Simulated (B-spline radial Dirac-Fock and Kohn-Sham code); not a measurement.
# How the levels of europium move as electrons are removed

The computed values come from an atomic code on a B-spline grid: ΔSCF Dirac-Fock with Breit, self-energy and vacuum polarisation, finite nucleus, configuration average. Each ion is free and in its tabulated ground configuration. Electron correlation is not included.

Reference: Eu⁴¹⁺, [Ar] 3d4, with 1s 50805.5 eV, 2s 10274.8 eV, 2p1/2 9852.6 eV, 3s 3739.6 eV. Shifts from it, in eV (a dash: the subshell is empty, belongs to an open shell averaged over j, or its hole state is left out as unreliable):

```
  ion  configuration       1s       2s    2p1/2      3s
Eu⁴²⁺       [Ar] 3d3   +143.1   +137.2   +139.2  +101.7
Eu⁴³⁺       [Ar] 3d2   +288.5   +276.5   +280.5  +204.6
Eu⁴⁴⁺       [Ar] 3d1   +436.4   +417.8   +423.9  +308.6
Eu⁴⁵⁺   [Ne] 3s2 3p6   +586.6   +561.1   +569.4  +413.8
Eu⁴⁶⁺   [Ne] 3s2 3p5   +743.9   +694.9   +706.3  +507.8
Eu⁴⁷⁺   [Ne] 3s2 3p4   +903.1   +830.1   +844.7  +602.6
Eu⁴⁸⁺   [Ne] 3s2 3p3  +1064.3   +966.6        –  +698.1
Eu⁴⁹⁺   [Ne] 3s2 3p2  +1227.4  +1104.5  +1125.2  +794.5
Eu⁵⁰⁺   [Ne] 3s2 3p1  +1392.5  +1243.8  +1268.0  +891.7
Eu⁵¹⁺       [Ne] 3s2  +1559.5  +1384.4  +1412.1  +989.6
```
